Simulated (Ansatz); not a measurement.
System: C₃H₇BO₂, net charge 0, singlet state. SMILES: C(C=C)B(O)O
Geometry: optimised at B3LYP-D3(BJ)/def2-TZVP (Ansatz, an electronic-structure program).

Quantity: size of the dipole moment, in D. Conventions: dispersion terms only where a functional's name holds one; 6-311+G** with 5d; LANL2DZ all-electron up to Ne; non-relativistic; 6-31G* and kin with 6d, 5d where marked; no spin-orbit coupling. First-principles rows: single points at B3LYP-D3(BJ) geometries (Ansatz).

| level | program | size of the dipole moment (D) |
|---|---|---|
| PBE/STO-3G | Ansatz | 3.25 |
| PBE/3-21G | Ansatz | 3.54 |
| PBE/LANL2DZ | Ansatz | 3.28 |
| PBE/6-31G* | Ansatz | 3.04 |
| PBE/def2-SVP | Ansatz | 3.09 |
| PBE/6-311+G** | Ansatz | 2.86 |

No value to compare with is used here. The 6 habitual levels span 2.86 (PBE/6-311+G**) to 3.54 D (PBE/3-21G).

The sets are all those run for this method; left out are runs that failed, that the program found above a lower state of the same kind, or whose <S^2> lies over 0.5 above the pure value.
